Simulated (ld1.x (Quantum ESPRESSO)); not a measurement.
# Configuration tests for hafnium (Hf) (TM)

ld1.x (Quantum ESPRESSO) 7.5 input, shortened:

```
&input
   title='Hf', zed=72., rel=1, dft='PBESOL', iswitch=3,
   config='[Xe] 4f14 5d2 6s2 6p0'
 /
 &inputp
   pseudotype=2, tm=.true., lloc=-1, rcloc=2.58,
   nlcc=.true.
 /
3
6S  1  0   2.00   0.00  2.15  2.15  0.0
5P  2  1   6.00   0.00  2.05  2.05  0.0
5D  3  2   2.00   0.00  3.00  3.00  0.0
 &test
   configts(1)='5p6 5d2 6s2 6p0'
 /
```

Energies are relative to the spin-unpolarised reference configuration 5p6 5d2 6s2 6p0; without spin polarisation the order of configurations can differ from experiment.

```csv
valence configuration,charge,ΔE all-electron (eV),error AE − PS (meV)
5p6 5d2 6s1 6p0,+1,8.008,+8.2
5p6 5d1 6s0 6p0,+3,43.945,-74
5p6 5d3 6s1 6p0,0,2.595,-0.5
5p6 5d3 6s0 6p0,+1,10.006,-17
5p6 5d2.5 6s1.5 6p0,0,1.255,+0.7
```

Q: What are ΔE and the potential's error for 5p6 5d0 6s0 6p0?

A: ΔE = 76.766 eV all-electron; the error (AE − PS) is -170 meV.

Q: What are ΔE and the potential's error for 5p6 5d2 6s0 6p0?

A: ΔE = 22.171 eV all-electron; the error (AE − PS) is -24 meV.

Levels in the configuration 5p6 5d2 6s0 6p0:

```
level  all-electron (eV)  pseudo (eV)
   5p            -50.645      -50.647
   5d            -16.693      -16.717
```

These tests converged, but a pseudo level misses the all-electron one widely, so the file describes the atom poorly there or has found another state: 5p6 5d1 6s0 6p0: empty 6s by 4.2 eV (a node warning on the way); 5p6 5d0 6s0 6p0: empty 6s by 9.2 eV.

Note: ghost state, extra bound levels that the all-electron valence spectrum of the same l lacks: s at -2.10 eV. A true bound ghost makes a file unfit for plane-wave use.
